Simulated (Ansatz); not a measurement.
Cost and result for the atomization energy of `[CH3][Al]([CH3])[TeH]` (11 atoms, 10 bonds).

```json
{"atom": "C1", "x (Å)": "-1.280", "y (Å)": "-0.710", "z (Å)": "-0.856"}
{"atom": "Al2", "x (Å)": "0.052", "y (Å)": "0.304", "z (Å)": "0.145"}
{"atom": "C3", "x (Å)": "1.794", "y (Å)": "-0.414", "z (Å)": "0.653"}
{"atom": "Te4", "x (Å)": "-0.442", "y (Å)": "2.696", "z (Å)": "0.847"}
{"atom": "H5", "x (Å)": "-1.478", "y (Å)": "-1.672", "z (Å)": "-0.371"}
{"atom": "H6", "x (Å)": "-0.908", "y (Å)": "-0.935", "z (Å)": "-1.862"}
{"atom": "H7", "x (Å)": "-2.228", "y (Å)": "-0.180", "z (Å)": "-0.961"}
{"atom": "H8", "x (Å)": "2.342", "y (Å)": "-0.758", "z (Å)": "-0.231"}
{"atom": "H9", "x (Å)": "1.674", "y (Å)": "-1.284", "z (Å)": "1.307"}
{"atom": "H10", "x (Å)": "2.421", "y (Å)": "0.312", "z (Å)": "1.174"}
{"atom": "H11", "x (Å)": "-1.947", "y (Å)": "2.640", "z (Å)": "0.154"}
```

Charge 0, multiplicity 1. Correlated methods include outer-core shells of Te, which these sets cover unevenly. Te: def2 effective core potential. The geometry is a stationary point of PBE0-D4/def2-TZVP. Program: Ansatz. All runs use 4 threads of an Arm Neoverse V1 on a shared host. Times are those of one run each, without the atoms' runs, and a repeat can differ threefold. Electronic energies, without spin–orbit coupling; frozen cores. CCSD(T)/CBS adds CCSD(T) − MP2 in def2-TZVPP to the MP2 limit, and its time is that of the two runs behind it. T1 = 0.010. With those shells the extrapolation isn't a true limit. B3LYP takes the VWN-RPA correlation (the form of Gaussian; ORCA's B3LYP/G). HSE06 is the plane-wave form, built on full-range PBE exchange.

CCSD(T)/CBS is a level of theory with its own doubt, some kJ/mol a heavy atom from the limit and from the frozen cores, so smaller differences don't rank the functionals.

| level | functions | wall time | atomization (kJ/mol) | difference from CCSD(T)/CBS | per bond |
| --- | --- | --- | --- | --- | --- |
| revPBE-D4/def2-TZVPP | 252 | 2 s | 3657.5 | -62.4 | -6.2 |
| BLYP-D4/def2-TZVPP | 252 | 2.1 s | 3669.2 | -50.7 | -5.1 |
| PBE-D4/def2-TZVPP (with forces) | 252 | 3 s | 3733.7 | 13.8 | 1.4 |
| HSE06-D4/def2-TZVPP | 252 | 3.2 s | 3703.6 | -16.3 | -1.6 |
| B3LYP-D4/def2-TZVPP (with forces) | 252 | 4.6 s | 3698.0 | -21.9 | -2.2 |
| B2PLYP/def2-TZVPP | 252 | 6 s | 3657.1 | -62.8 | -6.3 |
| CCSD(T)/def2-SVP | 107 | 6 s | 3508.7 | -211.2 | -21.1 |
| ωB97X-V/def2-TZVPP | 252 | 8.5 s | 3708.8 | -11.1 | -1.1 |
| B97M-V/def2-TZVPP | 252 | 9.5 s | 3717.1 | -2.8 | -0.3 |
| ωB97M-V/def2-TZVPP (with forces) | 252 | 12 s | 3700.1 | -19.8 | -2.0 |
| MP2/def2-QZVPP | 476 | 20 s | 3696.6 | -23.3 | -2.3 |
| CCSD(T)/def2-TZVPP | 252 | 3 min | 3623.8 | -96.1 | -9.6 |
| CCSD(T)/CBS(def2) | – | 3.3 min | 3719.9 | 0.0 | 0.0 |

From r2SCAN to r2SCAN0 (25 % exact exchange), in def2-TZVPP and without D4, the atomization energy moves by −33.7 kJ/mol: exact exchange takes away binding that semilocal exchange gives to molecules. The D4 term adds +35.0 kJ/mol with B3LYP and +18.8 kJ/mol with PBE0; it sums over pairs of atoms, weighted by their polarisabilities, and B3LYP, whose exchange is more repulsive, gets the larger term. Leaving LDA and LC-ωPBE aside and taking each functional with its dispersion term where it has one, the values, not all of them listed here, spread over 102.8 kJ/mol, from BHLYP-D4 to PBE-D4. LDA lies +441.7 kJ/mol from PBE without D4, its usual overbinding.

Spin–orbit coupling would lower the free Te atoms strongly, and the atomization energy with them, by more than many differences here.
